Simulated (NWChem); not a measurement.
Pb, triplet

All runs: NWChem. Spin-unrestricted. Medium grid unless said otherwise, to which SCAN and Minnesota functionals are sensitive. The open p shell is one determinant without spherical averaging. No stability test was run on the SCF state. def2 effective core potentials on Pb; no spin-orbit coupling.

For level BHandHLYP/def2-SVP:

```yaml
highest occupied level (eV): -5.40
lowest empty minus highest occupied level, either spin (eV): 3.26
```

Question: What are these values for level MN15/def2-SVP?

Answer: 
| Item | Value |
|---|---|
| highest occupied level (eV) | -5.20 |
| lowest empty minus highest occupied level, either spin (eV) | 2.75 |
